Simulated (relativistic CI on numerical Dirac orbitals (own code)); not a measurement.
# Forbidden transitions in Re40+

Method of calculation: Dirac-Coulomb-Breit CI, KLI orbitals optimised for each configuration, QED by a radiative potential, unscaled Slater integrals (own radial code, finite nucleus).

Configurations in the expansion (outside the closed core [Ar] 3d10): 4s2 4p5, 4s 4p6, 4s2 4p4 4d, 4s 4p5 4d, 4s2 4p4 4f, 4s 4p5 4f, 4p6 4d, 4s 4p4 4d2, 4s2 4p3 4d 4f, 4p6 4f, 4p5 4d 4f, 4p5 4d2, 4p4 4d3, 4p4 4d2 4f. Double excitations out of closed p, d and f shells are left out; levels of such configurations are missing from the list, as are those of other unlisted configurations, and high levels can miss mixing partners.

```csv
λ vac (nm),Lower,Upper,Type,A (s⁻¹),gf,Branching (%)
7.1648,4s2 4p5 2P°_3/2 [1],4s2 4p4 4d 2F_7/2 [8],M2,1.07e+04,6.61e-08,20.4
7.2649,4s2 4p4 4f 4G°_11/2 [40],4s2 4p3 4d 4f 4I_15/2 [144],M2,5.90e+03,7.47e-08,n/a
7.9332,4s2 4p5 2P°_3/2 [1],4s2 4p4 4d 2F_7/2 [6],E3,2.64e+01,1.99e-10,12.5
7.9332,4s2 4p5 2P°_3/2 [1],4s2 4p4 4d 2F_7/2 [6],M2,9.72e+01,7.34e-10,46.0
11.244,4s2 4p4 4d 2F_7/2 [8],4s2 4p4 4d 2F_7/2 [27],M1,1.05e+06,1.59e-05,17.5
11.403,4s2 4p4 4d 4F_9/2 [10],4s2 4p4 4d 2F_7/2 [27],M1,3.31e+06,5.16e-05,55.1
11.958,4s2 4p4 4d 2F_7/2 [8],4s2 4p4 4d 2G_9/2 [25],E2,1.25e+05,2.68e-06,2.4
11.958,4s2 4p4 4d 2F_7/2 [8],4s2 4p4 4d 2G_9/2 [25],M1,8.79e+05,1.88e-05,17.2
12.078,4s2 4p4 4d 4D_5/2 [5],4s2 4p4 4d 2G_7/2 [18],E2,1.04e+05,1.82e-06,2.1
12.078,4s2 4p4 4d 4D_5/2 [5],4s2 4p4 4d 2G_7/2 [18],M1,6.19e+05,1.08e-05,12.7
12.138,4s2 4p4 4d 4F_9/2 [10],4s2 4p4 4d 2G_9/2 [25],E2,1.80e+05,3.97e-06,3.5
12.138,4s2 4p4 4d 4F_9/2 [10],4s2 4p4 4d 2G_9/2 [25],M1,3.80e+06,8.40e-05,74.4
12.414,4s2 4p4 4d 2F_7/2 [6],4s2 4p4 4d 2G_7/2 [18],E2,1.83e+05,3.39e-06,3.8
12.414,4s2 4p4 4d 2F_7/2 [6],4s2 4p4 4d 2G_7/2 [18],M1,3.80e+06,7.02e-05,78.1
12.420,4s2 4p5 2P°_3/2 [1],4s2 4p5 2P°_1/2 [2],E2,4.47e+05,2.07e-06,4.7
12.420,4s2 4p5 2P°_3/2 [1],4s2 4p5 2P°_1/2 [2],M1,9.13e+06,4.22e-05,95.3
12.798,4s2 4p4 4d 2F_7/2 [8],4s2 4p4 4d 4D_7/2 [19],M1,2.65e+06,5.20e-05,29.1
12.995,4s2 4p4 4d 2D_5/2 [11],4s2 4p4 4d 2F_7/2 [27],E2,1.41e+05,2.85e-06,2.3
12.995,4s2 4p4 4d 2D_5/2 [11],4s2 4p4 4d 2F_7/2 [27],M1,9.18e+05,1.86e-05,15.3
13.004,4s2 4p4 4d 4F_9/2 [10],4s2 4p4 4d 4D_7/2 [19],M1,3.62e+06,7.34e-05,39.8
14.271,4s2 4p4 4d 2D_5/2 [13],4s2 4p4 4d 2F_7/2 [27],M1,2.34e+05,5.71e-06,3.9
15.115,4s2 4p4 4d 2D_5/2 [11],4s2 4p4 4d 4D_7/2 [19],M1,5.08e+05,1.39e-05,5.6
16.870,4s2 4p4 4d 2D_5/2 [13],4s2 4p4 4d 4D_7/2 [19],M1,1.91e+06,6.54e-05,21.0
63.453,4s2 4p4 4d 4D_5/2 [5],4s2 4p4 4d 2F_7/2 [8],M1,3.18e+04,1.54e-05,60.4
65.943,4s 4p4 4d2 6G_13/2 [106],4s2 4p3 4d 4f 4I_15/2 [144],M1,1.28e+04,1.34e-05,n/a
67.751,4s2 4p4 4d 2F_7/2 [6],4s2 4p4 4d 4F_9/2 [10],M1,3.74e+04,2.57e-05,99.9
73.974,4s2 4p4 4d 2F_7/2 [6],4s2 4p4 4d 2F_7/2 [8],M1,1.01e+04,6.64e-06,19.2
98.013,4s2 4p3 4d 4f 4I_13/2 [119],4s2 4p3 4d 4f 4I_15/2 [144],M1,2.15e+04,4.96e-05,n/a
446.15,4s2 4p4 4d 4D_5/2 [5],4s2 4p4 4d 2F_7/2 [6],M1,8.78e+01,2.10e-06,41.5
```

Terms are leading LS components. Brackets give the number of a level in order of energy, since labels repeat. The list gives strong lines, with weight on those to low levels, among the lowest 200 of 2245 levels, so that lines to higher ones, which can be the strongest, are missing. Levels whose partners in the same complex of configurations lie outside the list can be far off, and so can their lines. Rates are taken at the computed energies, electric ones in the length gauge.

At this charge energies of transitions that change n are usually good to better than 1 %, and those within a shell (Δn = 0) to a few per cent.

LS names give the leading component of a level, which can be under half, so a name can repeat, a term be missing and a line seem to break the LS rules.
